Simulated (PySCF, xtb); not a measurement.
CH₃Cl₂NSi₂. Atoms are numbered in the order given.

```xyz
9

Cl     1.4629    -0.0990     1.6626
Si     0.2532     0.0212     0.0000
Cl     1.4629    -0.0990    -1.6626
C     -0.9838     1.4732     0.0000
N     -2.1553     0.9414     0.0000
Si    -1.8965    -0.8514     0.0000
H     -0.8608     2.5718     0.0000
H     -2.4408    -1.5063    -1.2190
H     -2.4408    -1.5063     1.2190
```

Geometry optimised at ωB97X-D3(BJ)/def2-SVP. The structure was generated by enumeration, and PubChem lists no compound with its InChIKey, so it may never have been made.

Calculation: PySCF 2.14.0 with C-PCM-ωB97X/def2-SVP.

The values are the electrostatic part of the solvation free energy, E(continuum) − E(gas) at the gas-phase geometry, in a cavity of scaled van der Waals radii (PySCF's table); cavitation and dispersion terms are not included. In vacuum the orbital gap is 10.18 eV. The dipole moment in vacuum is 0.72 D.

Problem. Estimate the values in water (ε = 78.36), 1-octanol (ε = 9.86), acetonitrile (ε = 35.69). (An estimate is asked for; the answer gives what the named calculation found.)

Solution. 
```csv
solvent,ε,ΔG(elec) (kcal/mol),dipole (D),gap (eV)
water,78.36,-3.7,0.86,10.30
1-octanol,9.86,-3.3,0.85,10.28
acetonitrile,35.69,-3.6,0.86,10.29
```

For comparison, GFN2-xTB/ALPB(water) (xtb, at the GFN2-xTB geometry, all terms of that model) gives -2.5 kcal/mol.
